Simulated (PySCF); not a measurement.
## Simulated absorption spectrum

Compound: C6H6BrF.
SMILES: `C#CC/C(Br)=C\CF`

Theory: TDDFT wB97X-D/def2-SVPD, vertical, gas phase, core orbitals frozen in the response (PySCF). Geometry: PBE0-D3(BJ)/def2-SVP, one conformer, isolated molecule. The wB97X-D/def2-SVPD calculation is non-relativistic and has no spin–orbit coupling, an omission that weighs most on bromine. Torsions of this conformer, `[CH:1]#[C:2][CH2:3]/[C:4]([Br:5])=[CH:6]\[CH2:7][F:8]`: C2–C3–C4–Br5 75°, C4–C6–C7–F8 -136°.

Computed states:

```csv
state,E (eV),f
S1,5.80,0.0007
S2,6.30,0.266
S3,6.46,0.039
S4,6.63,0.0038
S5,6.69,0.0028
S6,6.78,0.0029
S7,6.84,0.0039
S8,7.31,0.028
S9,7.37,0.016
S10,7.48,0.0027
```

Broadening: Gaussians 0.3 eV wide at half height, area fixed by f = 4.319×10⁻⁹ ∫ε dν̃. The width is an assumption, not a result. The curve ends short of the highest state used, and states not computed would add to its high-energy end.

(1) What does the envelope look like, and where are its maxima?

(2) Coming from long wavelengths, where does ε first pass 100 L mol⁻¹ cm⁻¹?

(3) On this curve, what absorbance would a 10⁻⁴ mol/L sample give at 222 nm over a 1 cm path?

## Answers

(1) 
E (eV), ε (L mol⁻¹ cm⁻¹) and a bar:
```
     5.35          0 
     5.39          0 
     5.42          1 
     5.46          2 
     5.50          4 
     5.53          7 
     5.57         12 
     5.60         18 
     5.64         29 
     5.67         38 
     5.71         51 
     5.74         60 
     5.78         72 
     5.81         82 
     5.85        113 
     5.89        198 
     5.92        343 
     5.96        754 #
     5.99       1335 ##
     6.03       2680 ###
     6.06       4264 #####
     6.10       7293 #########
     6.13      10241 ############
     6.17      14801 #################
     6.20      18323 ######################
     6.24      22420 ##########################
     6.28      24999 #############################
     6.31      25560 ##############################
     6.35      24389 #############################
     6.38      22293 ##########################
     6.42      18477 ######################
     6.45      15321 ##################
     6.49      11312 #############
     6.52       8719 ##########
     6.56       5977 #######
     6.59       4455 #####
     6.63       3034 ####
     6.67       2143 ###
     6.70       1717 ##
     6.74       1350 ##
     6.77       1163 #
     6.81        969 #
     6.84        840 #
     6.88        676 #
```

Maxima: 197 nm (6.31 eV), ε about 26000, made up of S2 (93%) (ε in L mol⁻¹ cm⁻¹; maxima over ε = 5, shares over 10%).

(2) At about 212 nm (5.84 eV), 0.03 eV above S1.

(3) 222 nm is 5.585 eV, where ε is about 15 L mol⁻¹ cm⁻¹, so A = ε c l ≈ 0.0015 (Beer–Lambert, with the gas-phase spectrum and the assumed width).

All these states lie below the vertical ionisation energy of 9.49 eV (ΔSCF).
